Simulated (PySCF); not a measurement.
`C#CC1=C(C)C=C(C)C=P1`. Method used: PBE0-D3(BJ)/def2-SVP geometry optimisation, gas phase (PySCF).

```
atom  x, y, z in Å
C1    -3.2959    1.8125    1.0140
C2    -2.2061    1.3048    0.8365
C3    -0.9227    0.7160    0.6439
P4     0.2124    0.8976    1.9689
C5     1.5874    0.0683    1.3304
C6     1.6803   -0.5540    0.0844
C7     2.9434   -1.2697   -0.3080
C8     0.5979   -0.5473   -0.8048
C9    -0.6442    0.0439   -0.5679
C10   -1.7101   -0.0320   -1.6222
H11   -4.2587    2.2593    1.1779
H12    2.4687    0.0358    1.9817
H13    2.8727   -2.3418   -0.0586
H14    3.1297   -1.1980   -1.3895
H15    3.8170   -0.8656    0.2222
H16    0.7348   -1.0462   -1.7692
H17   -1.3594   -0.5762   -2.5094
H18   -2.6091   -0.5351   -1.2334
H19   -2.0287    0.9759   -1.9306
```

Task: Which two atoms are farthest apart?

Result: H11···H15, 8.71 Å; the next longest distance is 8.58 Å.

Task: Where is the centre of mass (commonest isotopes), and what is the radius of gyration?

Result: Mass 148.044 u; centre at (-0.096, 0.290, 0.424) Å; Rg = √(Σ m r²/M) = 2.339 Å. As Ia + Ib + Ic = 2 Σ m r², the three principal moments sum to 1619.9 u·Å².

Task: Work out the bond lengths C2–C3, C3–P4, C3–C9, P4–C5, C9–C10 in pm.

Result: For C2–C3 the difference vector is (1.2834, -0.5888, -0.1926) Å, of length 1.4251 Å. C2–C3 142.5; C3–P4 175.4; C3–C9 141.3; P4–C5 172.8; C9–C10 150.1 pm.

Task: Give the dihedral angles H12–C5–C6–C7, C5–C6–C7–H13, C8–C9–C10–H17.

Result: H12–C5–C6–C7 2° (synperiplanar); C5–C6–C7–H13 94° (anticlinal); C8–C9–C10–H17 0° (synperiplanar). Dihedral signs follow IUPAC: positive where, seen along the central bond, the front bond turns clockwise onto the rear one.

Task: How far apart are these pairs, which share no bond: C2···H18, C3···H13, C7···H12, C9···H19, H13···H18?

Result: C2···H18 2.799 Å (4 bonds apart); C3···H13 4.924 Å (5 bonds apart); C7···H12 2.678 Å (3 bonds apart); C9···H19 2.155 Å (2 bonds apart); H13···H18 5.890 Å (6 bonds apart).

Task: What are the angles P4–C3–C9, C3–P4–C5, P4–C5–H12, H14–C7–H15, C9–C8–H16, C3–C9–C10?

Result: From the scalar product of the two bond vectors; for P4–C3–C9 it is -1.4116 Å² over 1.7542 × 1.4134 Å², cos θ = -0.5693. P4–C3–C9 124.7°; C3–P4–C5 100.7°; P4–C5–H12 115.7°; H14–C7–H15 108.4°; C9–C8–H16 117.0°; C3–C9–C10 119.1°.

Task: What is the repulsion energy of the bare nuclei, Σ ZA·ZB/RAB?

Result: 536.54 Eh over 171 pairs, with full nuclear charges and distances in bohr; the largest single term is 27.56 Eh (P4 with C5).

Task: How far are the heavy atoms from their best plane (unweighted least squares)?

Result: 0.009 Å rms; C1 0.01, C2 0.01, C3 0.00, P4 0.00, C5 0.01, C6 0.01, C7 0.02, C8 0.01, C9 0.00, C10 0.00 Å (magnitudes).

Task: Write the matrix of distances between heavy atoms (Å, lower triangle).

Result: 
```
C1    0.000
C2    1.215  0.000
C3    2.640  1.425  0.000
P4    3.749  2.701  1.754  0.000
C5    5.195  4.020  2.682  1.728  0.000
C6    5.588  4.373  2.950  2.795  1.396  0.000
C7    7.084  5.870  4.449  4.164  2.513  1.504  0.000
C8    4.903  3.740  2.451  3.151  2.433  1.401  2.504  0.000
C9    3.558  2.450  1.413  2.810  2.930  2.487  3.829  1.396  0.000
C10   3.587  2.842  2.513  4.178  4.427  3.831  4.991  2.502  1.501  0.000
```

Whether it is a minimum is left open (no frequencies).
